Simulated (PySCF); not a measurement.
PBE on Co⁻ (cobalt, charge -1), [Ar] 3d8 4s2, high-spin 3F determinant. Calculation: PySCF 2.14, in aug-cc-pwCVTZ (10s9p7d4f3g, 127 functions); no relativity, point nucleus.

```
cycle= 1 E= -1382.43032333602  delta_E= 0.0799  |g|= 0.752  |ddm|= 1.48
cycle= 2 E= -1381.69860380551  delta_E= 0.732  |g|= 2.19  |ddm|= 1.37
cycle= 3 E= -1382.5133615594  delta_E= -0.815  |g|= 0.408  |ddm|= 0.983
cycle= 4 E= -1382.55426859589  delta_E= -0.0409  |g|= 0.117  |ddm|= 0.678
cycle= 5 E= -1382.55866977074  delta_E= -0.0044  |g|= 0.0386  |ddm|= 0.398
cycle= 6 E= -1382.55943122046  delta_E= -0.000761  |g|= 0.00165  |ddm|= 0.118
cycle= 7 E= -1382.5594327921  delta_E= -1.57e-06  |g|= 0.000139  |ddm|= 0.00823
cycle= 8 E= -1382.55943279778  delta_E= -5.67e-09  |g|= 1.91e-05  |ddm|= 0.000524
cycle= 9 E= -1382.55943279787  delta_E= -9.46e-11  |g|= 7.9e-07  |ddm|= 1.39e-05
converged SCF energy = -1382.55943279787  <S^2> = 2.0193122  2S+1 = 3.0128473
```

Highest occupied orbital energy: 2.064 eV; ⟨L²⟩ = 12.04; populations by l: s 8.00, p 12.00, d 8.00, f 0.00.

Task: Can this result be used?

Result: With care. The calculation finished and met its thresholds. At PBE the highest occupied level has a positive energy, so only the finite basis holds that electron; in a semilocal or global hybrid functional this comes from self-interaction and does not mean that the real anion is unbound.
